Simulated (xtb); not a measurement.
InCl2, SMILES [Cl][In+][Cl], charge +1. All values are semi-empirical tight-binding results from xtb (GFN2-xTB unless named), good for trends rather than for accurate numbers. Geometry: GFN2-xTB. The spin state was assumed, not searched. The isomer is the one that the SMILES or the coordinates give; other isomers of the formula were not compared.

For metal compounds this method's bond lengths and energies can be far off.

| Item | Value |
|---|---|
| point group as xtb finds it | D∞h |
| orbital gap | 2.22 eV |
| zero-point energy | 1.0 kcal/mol |
| G − E(el) at 298.15 K (modified RRHO) | -16.1 kcal/mol |
